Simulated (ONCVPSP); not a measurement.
u(r) = r·R(r): atom against pseudo-atom (lead)

Columns: radius, all-electron u(r) and pseudo u(r) of the 5p shell (level -87.66 eV) of lead in the configuration [Kr] 4d10 4f14 5s2 5p6 5d10 6s1 6p3; PBE, scalar-relativistic, ONCV scheme, ONCVPSP 4.0.1.

```
r (bohr)  all-electron  pseudo
   0.085        0.1952  0.0289
   0.170        0.2593  0.1120
   0.255       -0.4454  0.2402
   0.340       -0.6495  0.3991
   0.425       -0.3447  0.5720
   0.510        0.1439  0.7410
   0.595        0.5971  0.8902
   0.680        0.9261  1.0068
   0.765        1.1181  1.0826
   0.850        1.1953  1.1149
   0.935        1.1878  1.1055
   1.020        1.1248  1.0602
   1.105        1.0299  0.9872
   1.190        0.9201  0.8960
   1.275        0.8071  0.7956
   1.360        0.6981  0.6937
   1.445        0.5971  0.5959
   1.530        0.5064  0.5061
   1.615        0.4264  0.4263
   1.700        0.3570  0.3569
   1.785        0.2975  0.2974
   1.870        0.2469  0.2469
   1.955        0.2043  0.2043
   2.040        0.1686  0.1685
   2.125        0.1388  0.1387
   2.210        0.1140  0.1140
```

Q: How many radial nodes do the two functions have?

A: The all-electron 5p function has n − l − 1 = 3 (the table is too coarse to show those close to the nucleus); the pseudo-wave has 0, since the states of the same l below it are removed with the core.

Q: At about which radius was the pseudo-wave matched?

A: 1.65 bohr. The columns agree to 0.0005 from 1.53 bohr on; several derivatives are matched, so the curves merge somewhat inside the radius.

Q: Is the pseudo-wave norm-conserving?

A: Yes: the ONCV scheme keeps the norm inside the radius equal to the all-electron one, which fixes the energy derivative of the logarithmic derivative at the level.
